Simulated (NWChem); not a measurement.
**Correlation energy of Sb (+1)**

```xyz
1

Sb     0.0000     0.0000     0.0000
```
Charge +1, spin multiplicity 3.

Program: NWChem.

Basis set: def2-TZVP. Each correlation energy counts from its own Hartree-Fock reference.

Effective core potentials replace the inner electrons of Sb; spin-orbit coupling is left out. The correlated methods keep 4 core orbitals frozen. No SCF solution was tested for a lower state. Open-shell Hartree-Fock references start from PBE0 orbitals. Coupled-cluster values serve here as a point of comparison, not as the truth.

Task: Order these methods by the correlation energy they give, lowest first: UMP2, SCS-UMP2, CCSD on UHF, CCSD[T] on UHF.

Result: CCSD[T] on UHF (-268.0 mHa), UMP2 (-265.9 mHa), CCSD on UHF (-262.5 mHa), SCS-UMP2 (-236.4 mHa)
